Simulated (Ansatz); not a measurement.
`CO[CH2][ZnH]` + H–F → `F[CH2][ZnH]` + CH₃OH at 600 K and 1 bar (substitution at a C–O bond).

Program: Ansatz. Geometries: PBE0-D4/def2-TZVP. ΔE: electronic, gas phase. CCSD(T)/CBS adds triple-zeta CCSD(T) − MP2 to the extrapolated MP2 energy (def2 sets, frozen cores). This one scheme is used for every species. For Zn outer-core shells are correlated without core-valence functions, which leaves a few kJ/mol of doubt a bond. Scalar relativity is left out up to krypton. One conformer a species, not always the lowest.

| species | CCSD(T)/CBS energy (Eh) | H − E (kJ/mol) | S (J/(mol·K)) |
| --- | --- | --- | --- |
| `CO[CH2][ZnH]` | -1933.21491 | 250.1 | 404.2 |
| H–F | -100.39570 | 42.3 | 194.0 |
| `F[CH2][ZnH]` | -1917.98456 | 129.1 | 341.2 |
| CH₃OH | -115.61712 | 163.6 | 277.3 |

H − E and S are ideal-gas, rigid-rotor, harmonic terms from PBE0-D4/def2-TZVP, for one conformer and one mirror image of each species. 1 Eh = 2625.50 kJ/mol, R = 8.31446 J/(mol·K).

**Question.** By hand: ΔE, ΔH, ΔS and ΔG.

**Answer.** ΔE = (-1917.98456) + (-115.61712) − (-1933.21491) − (-100.39570) = 0.00893 Eh = 23.4 kJ/mol. Δ(H − E) = 129.1 + 163.6 − 250.1 − 42.3 = 0.3, so ΔH = 23.7 kJ/mol. ΔS = 341.2 + 277.3 − 404.2 − 194.0 = 20.3 J/(mol·K). ΔG = 23.7 − 600 × (20.3)/1000 = 11.5 kJ/mol.

**Question.** By hand: the equilibrium constant, and the temperature at which ΔG would vanish if ΔH and ΔS stayed fixed.

**Answer.** log₁₀ K = −ΔG/(RT ln 10) = -1.0. ΔG = 0 at ΔH/ΔS = 1167 K.

TΔS isn't small against ΔH here. A doubt of 5 kJ/mol in ΔE shifts log₁₀ K by 0.4 here. Other conformers and mirror images would add mixing entropy, several J/(mol·K) or more a flexible species. These are equilibria of isolated gas molecules and say nothing of rates. Largest T1 diagnostic: 0.014 (customary marks: 0.02 for closed shells, 0.045 for open ones).
